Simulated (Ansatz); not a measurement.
Start from `[OH][InH][F]` and change one element to get `[F][InH][SeH]`.

Ansatz, PBE0-D4/def2-TZVP geometries, multiplicity 1. Each molecule was computed in one conformer, which needn't be the lowest.

Elements past krypton have def2 core potentials. Scalar relativity is left out up to krypton.

```tsv
property	`[OH][InH][F]`
HOMO energy (PBE/def2-TZVPP) / eV	-7.25
HOMO–LUMO gap (PBE0/def2-TZVPP) / eV	7.49
HOMO energy (B3LYP/def2-TZVPP) / eV	-8.65
size of the dipole moment (B3LYP/def2-TZVPP) / D	4.15
HOMO–LUMO gap (B3LYP/def2-TZVPP) / eV	6.86
size of the dipole moment (ωB97M-V/def2-TZVPP) / D	4.17
```

**Question.** What does the change do to each property? (Best estimate.)

**Answer.** Ansatz gave: 
| property | `[F][InH][SeH]` | shift |
| --- | --- | --- |
| HOMO energy (PBE/def2-TZVPP) / eV | -6.40 | 0.85 |
| HOMO–LUMO gap (PBE0/def2-TZVPP) / eV | 5.94 | -1.55 |
| HOMO energy (B3LYP/def2-TZVPP) / eV | -7.30 | 1.35 |
| size of the dipole moment (B3LYP/def2-TZVPP) / D | 2.23 | -1.92 |
| HOMO–LUMO gap (B3LYP/def2-TZVPP) / eV | 5.44 | -1.42 |
| size of the dipole moment (ωB97M-V/def2-TZVPP) / D | 2.21 | -1.96 |

With PBE0 the HOMO rises by 1.38 eV and the LUMO falls by 0.17 eV, so the gap narrows by about 1.55 eV. PBE moves the HOMO by 0.85 eV and ωB97M-V by 1.68 eV. Dipoles are sizes alone; their direction can turn.

B3LYP here is the variant with VWN-RPA as its local correlation; programs differ in this.

Spin–orbit coupling is left out; it splits and shifts lone-pair levels of the heavy atoms by tenths of an eV.
